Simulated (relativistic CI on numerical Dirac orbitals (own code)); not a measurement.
## How well does a small relativistic CI reproduce Pb⁺?

Method of calculation: Dirac-Coulomb-Breit CI, KLI orbitals optimised for each configuration, model QED (radiative potential, 1s self-energy scaled to tabulated hydrogen-like ionisation energies), valence Slater integrals scaled by 0.85, configuration energies shifted to the measured levels that pair with them (semi-empirical) (own radial code, finite nucleus).

Configurations in the expansion (outside the closed core [Xe] 4f14 5d10): 6s²6p, 6s6p², 6s²7s, 6s²6d, 6s²7p, 6s²8s, 6s²5f, 6s²7d, 6s²6g, 6p³, 6s6p6d, 6s²8p, 6s²6f, 6s²5g, 6s²8d, 6s6p7s. Levels of other configurations are missing.

```tsv
Configuration	Term (tabulated)	J	Measured (cm⁻¹)	Computed	Error	Purity (%)
6s²6p	2P°	1/2	0.0	0	0	98
6s²6p	2P°	3/2	14081.1	13621	-460	98
6s6p²	4P	1/2	57910.5	57877	-34	90
6s²7s	2S	1/2	59448.6	59451	2	97
6s6p²	4P	3/2	66124.5	65165	-960	95
6s²6d	2D	5/2	68964.3	68676	-288	56
6s²6d	2D	3/2	69739.6	69961	222	84
6s6p²	4P	5/2	73905.7	74004	98	63
6s²7p	2P°	1/2	74459.0	74470	11	99
6s²7p	2P°	3/2	77272.6	77266	-7	99
6s²8s	2S	1/2	89180.2	89183	3	99
6s²5f	2F°	7/2	92515.2	92515	0	99
6s²5f	2F°	5/2	92530.7	92539	8	99
6s²7d	2D	3/2	94284.6	94747	463	79
6s²6g	2G	9/2	108969.6	108973	4	100
6s²6g	2G	7/2	108969.7	108973	4	100
```

Measured levels from NIST Handbook of Basic Atomic Spectroscopic Data (Sansonetti and Martin, J. Phys. Chem. Ref. Data 34, 1559 (2005)); pairs were made by configuration, J and term (by order where the table uses no LS term), so strongly mixed levels may be paired wrongly.

Mean error by configuration (cm⁻¹): 6s²6p -460; 6s6p² -299; 6s²7s 2; 6s²6d -33; 6s²7p 2; 6s²8s 3; 6s²5f 4; 6s²7d 463; 6s²6g 4. Over the excited levels the mean absolute error is 171 cm⁻¹ (15 of the 17 excited levels that our extract of the source holds in range could be paired, and the others can miss by more), and the median relative error of those above 1,000 cm⁻¹ is 0.015 %, both after the shifts were fitted to these levels, so that a configuration with one level shows no error.

Transition probabilities of persistent lines. The last column rescales the computed rate by the cube of measured over computed energy:

| λ measured (Å) | Lower | Upper | A tabulated (s⁻¹) | A computed | A rescaled |
| --- | --- | --- | --- | --- | --- |
| 1433.91 vacuum | 6s²6p ²P°1/2 | 6s²6d ²D3/2 | 1.41e+09 | 4.53e+08 | 4.48e+08 |
| 1822.05 vacuum | 6s²6p ²P°3/2 | 6s²6d ²D5/2 | 1.18e+09 | 2.30e+08 | 2.28e+08 |
| 2203.53 air | 6s²6p ²P°3/2 | 6s²7s ²S1/2 | 4.94e+08 | 5.35e+08 | 5.19e+08 |

Configurations whose levels could be paired with our table of measured levels were shifted onto them, all but the ground configuration, by the median error of their levels; single terms can still be off by 1,000 to 2,000 cm⁻¹ or more, and rates follow the energies as ν³ (E1, M1) or ν⁵ (E2). The others borrow a shift and can be off by several thousand cm⁻¹ or more. The fine structure of a lone outer electron comes out too small, for d and f at times inverted, and misplaced configurations move strength between like terms. 15 of the 17 excited levels that our extract of the measured tables holds in this range could be paired (the sources list more); they are missed by 171 cm⁻¹ on average and 960 at most, after the shifts were fitted to these levels, and levels without a partner can miss by more.

Shifts applied (cm⁻¹): 6s²6p 0; 6s6p² 3815; 6s²7s -3764; 6s²6d -3275; 6s²7p -2727; 6s²8s -3435; 6s²5f -2557; 6s²7d -4357; 6s²6g -4700.
